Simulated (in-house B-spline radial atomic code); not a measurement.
Configurations of the iridium ion Ir⁵⁺, with energies counted from [Xe] 4f14 (5d3/2)4. Level of theory: Dirac-Hartree-Fock, average of each configuration as written, Fermi nucleus of rms radius 5.4032 fm; calculated with a radial B-spline atomic code at the basis-set limit. Energies include first-order Breit, QED and recoil terms.

Occupations are held fixed; configurations that lie above the ionisation limit could autoionise.

```tsv
configuration	E - E(ref) (eV)	highest orbital	its <r> (bohr)
[Xe] 4f14 (5d5/2)3 6s1	19.029	6s1/2	2.18
[Xe] 4f14 (5d3/2)3 (6p1/2)1	22.937	6p1/2	2.432
[Xe] 4f14 (5d3/2)2 (5d5/2)1 (9p1/2)1	61.783	9p1/2	9.622
[Xe] 4f14 (5d3/2)1 (5d5/2)2 9s1	62.38	9s1/2	8.961
[Kr] 4d10 4f14 5s2 (5p1/2)2 (5p3/2)3 (5d3/2)4 (6f5/2)1	99.382	6f5/2	4.788
[Xe] (4f5/2)5 (4f7/2)8 (5d3/2)1 (5d5/2)3 (7p3/2)1	119.14	7p3/2	4.491
[Kr] (4d3/2)3 (4d5/2)6 4f14 5s2 5p6 (5d5/2)4 (9p1/2)1	387.4	9p1/2	9.569
```

Problem. Order these further configurations by energy, lowest first.
A. [Kr] 4d10 4f14 5s2 (5p1/2)2 (5p3/2)3 (5d3/2)1 (5d5/2)3 (8f7/2)1
B. [Xe] 4f14 (5d3/2)3 (5d5/2)1
C. [Kr] 4d10 4f14 5s2 (5p1/2)2 (5p3/2)3 (5d5/2)4 7s1
D. [Xe] 4f14 (5d3/2)1 (5d5/2)3
E. [Xe] (4f5/2)5 (4f7/2)8 (5d3/2)3 (5d5/2)1 (6p3/2)1

Solution. B (2.1106 eV), D (5.396 eV), E (95.438 eV), C (99.258 eV), A (118.3 eV).

Problem. How far above the reference does [Xe] 4f14 (5d3/2)2 (5d5/2)2 lie?

Solution. 3.9096 eV; its least bound orbital is 5d5/2 with <r> = 1.442 bohr.

Problem. How far above the reference does [Kr] 4d10 4f14 5s2 (5p1/2)1 (5p3/2)4 (5d5/2)4 (5f7/2)1 lie?

Solution. 108.07 eV; its least bound orbital is 5f7/2 with <r> = 2.547 bohr.

Problem. How far above the reference does [Xe] (4f5/2)6 (4f7/2)7 (5d5/2)4 (8g9/2)1 lie?

Solution. 136.98 eV; its least bound orbital is 8g9/2 with <r> = 14.11 bohr.
